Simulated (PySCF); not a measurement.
## C₆ coefficients of unlike pairs at BP86

Calculated with PySCF 2.14 from the dipole response of each species, C₆(A,B) = (3/π) ∫ α_A(iu) α_B(iu) du, in atomic units, from isotropic polarisabilities. For ions this is the dispersion term alone; charge-induced terms of lower order in 1/R come first.

```json
{"species": "He", "configuration": "1s2 (1S)", "basis": "def2-TZVPPD (3s3p1d)", "relativity": "none", "α (bohr³)": "1.468", "C₆ (like pair)": "1.568"}
{"species": "W", "configuration": "[Xe] 4f14 5d4 6s2 (5D)", "basis": "aug-cc-pVTZ-PP with ECP60MDF (6s6p5d3f2g)", "relativity": "core potential", "α (bohr³)": "70.86", "C₆ (like pair)": "867.5"}
{"species": "Te", "configuration": "[Kr] 4d10 5s2 5p4 (3P)", "basis": "aug-cc-pVTZ-DK3 (8s7p5d2f)", "relativity": "spin-free X2C", "α (bohr³)": "41.35", "C₆ (like pair)": "452.9"}
{"species": "Ar⁺", "configuration": "[Ne] 3s2 3p5 (2P)", "basis": "aug-cc-pCVTZ-DK with one added diffuse shell each of s, p, d, f type (9s8p6d4f)", "relativity": "spin-free X2C", "α (bohr³)": "7.089", "C₆ (like pair)": "32.18"}
```

**Question.** Estimate C₆ for Te with He.

**Answer.** The integral gives 24.16. The combination rule 2 C_A C_B / (C_A α_B/α_A + C_B α_A/α_B) gives 23.57 and the geometric mean 26.65.

No spin-orbit coupling is included.

The other pairs:

```json
{"pair": "W, He", "C₆": "31.22"}
{"pair": "Ar⁺, He", "C₆": "7.088"}
{"pair": "Te, W", "C₆": "618.0"}
{"pair": "Ar⁺, W", "C₆": "145.5"}
{"pair": "Ar⁺, Te", "C₆": "112.1"}
```
